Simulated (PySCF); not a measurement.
# How methods differ on the ionisation energy of V¹¹⁺

V¹¹⁺ [Ne] 3s2 (1S) → V¹²⁺ [Ne] 3s1 (2S), as a difference of total energies. All numbers are calculated (PySCF 2.14, the spin-free X2C one-electron Hamiltonian (Gaussian nucleus), in an even-tempered Gaussian basis (19 s from 0.69 bohr⁻², ratio 2.5; 11 p from 0.9 bohr⁻², ratio 2.5; 5 d from 3.8 bohr⁻², ratio 2.7; 4 f from 5.8 bohr⁻², ratio 2.7)). Correlated levels: outer shells: 1s2 frozen; virtual orbitals above 40 to 60 times the deepest correlated orbital energy dropped. The calculations carry no spin-orbit coupling.

```csv
method,ionisation energy (eV)
UHF,305.55
LDA,308.13
PBE,308.24
PBE0,307.83
r2SCAN,306.45
r2SCANh,306.49
PW91,308.42
MP2 (outer shells),307.62
SCS-MP2 (outer shells),307.83
```

**Question.** How much does correlation contribute at MP2 (outer shells)?

**Answer.** 307.62 − (305.55) = 2.07 eV, measured against UHF.

For comparison: 308.5 ± 0.3 eV (semi-empirical (NIST evaluation); NIST Atomic Spectra Database, ionization energies).
